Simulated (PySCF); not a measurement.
Choosing a molecule for a target property.

Species are written as SMILES; each is one conformer at its optimised geometry, gas phase, non-relativistic unless stated; the electronic structure was computed with PySCF and density fitting.

The conformers computed, where there is a choice (atom-mapped SMILES and torsion angles):
- `[CH:1]#[C:2][CH2:3][CH2:4]/[CH:5]=[CH:6]\[C:7](=[O:8])[OH:9]`: C2–C3–C4–C5 62°, C3–C4–C5–C6 96°, C5–C6–C7–O8 -6°, H–O9–C7–C6 180°
- `[CH:1]#[C:2]/[CH:3]=[N:4]/[C:5]([F:6])=[CH:7]/[CH:8]=[O:9]`: C3–N4–C5–F6 0°, C5–C7–C8–O9 180°
- `[CH3:1][C:2]#[C:3]/[CH:4]=[CH:5]\[O:6][C:7]([CH3:8])=[O:9]`: C4–C5–O6–C7 180°, C5–O6–C7–C8 -178°

The conformers of `O=C[C@@H]1CC=CC(=O)C1` aren't listed.

Task: Wanted: dipole moment above 3 D (CAM-B3LYP/def2-SVPD) and lowest singlet excitation below 5.7 eV (TDDFT CAM-B3LYP/def2-SVPD), at GFN2-xTB geometries. Which candidate meets both?
A. `FC1=CC(F)=C2CC2=C1`
B. `C#C/C=N/C(F)=C/C=O`
C. `Clc1c[nH]cn1`
D. `C#CCC/C=C\C(=O)O`

Result: B. Computed values:
```csv
species,dipole moment,lowest singlet excitation
C#CCC/C=C\C(=O)O,1.00 D,4.99 eV
FC1=CC(F)=C2CC2=C1,1.98 D,5.34 eV
Clc1c[nH]cn1,4.96 D,6.09 eV
C#C/C=N/C(F)=C/C=O,5.34 D,3.38 eV
```

Task: Wanted: static isotropic polarisability below 80 au (CAM-B3LYP/def2-SVPD) and HOMO–LUMO gap above 8.9 eV (CAM-B3LYP/def2-SVPD), at GFN2-xTB geometries. Which candidate meets both?
A. `C#C/C=N/C(F)=C/C=O`
B. `Clc1c[nH]cn1`
C. `O=C[C@@H]1CC=CC(=O)C1`
D. `FC1=CC(F)=C2CC2=C1`
E. `CC#C/C=C\OC(C)=O`

Result: B. Computed values:
```csv
species,static isotropic polarisability,HOMO–LUMO gap
Clc1c[nH]cn1,59.8 au,9.01 eV
FC1=CC(F)=C2CC2=C1,76.4 au,8.78 eV
O=C[C@@H]1CC=CC(=O)C1,82.5 au,8.17 eV
CC#C/C=C\OC(C)=O,97.3 au,7.96 eV
C#C/C=N/C(F)=C/C=O,105.1 au,6.57 eV
```

Task: Wanted: lowest triplet excitation (Tamm–Dancoff) between 3.4 eV and 3.9 eV (TDA CAM-B3LYP/def2-SVPD) and HOMO energy below -8.3 eV (CAM-B3LYP/def2-SVPD), at GFN2-xTB geometries. Which candidate meets both?
A. `O=C[C@@H]1CC=CC(=O)C1`
B. `C(#C)CC/C=C\C(=O)O`
C. `Clc1c[nH]cn1`
D. `C1=CO/C(=C/Cl)[C@@H]1F`
E. `c1(F)cc2c(c(c1)F)C2`

Result: B. Computed values:
```
               species  lowest triplet excitation (Tamm–Dancoff)  HOMO energy
 O=C[C@@H]1CC=CC(=O)C1                                   3.36 eV     -8.87 eV
C1=CO/C(=C/Cl)[C@@H]1F                                   3.47 eV     -8.14 eV
    C(#C)CC/C=C\C(=O)O                                   3.79 eV     -9.13 eV
   c1(F)cc2c(c(c1)F)C2                                   4.03 eV     -8.45 eV
          Clc1c[nH]cn1                                   4.38 eV     -8.03 eV
```
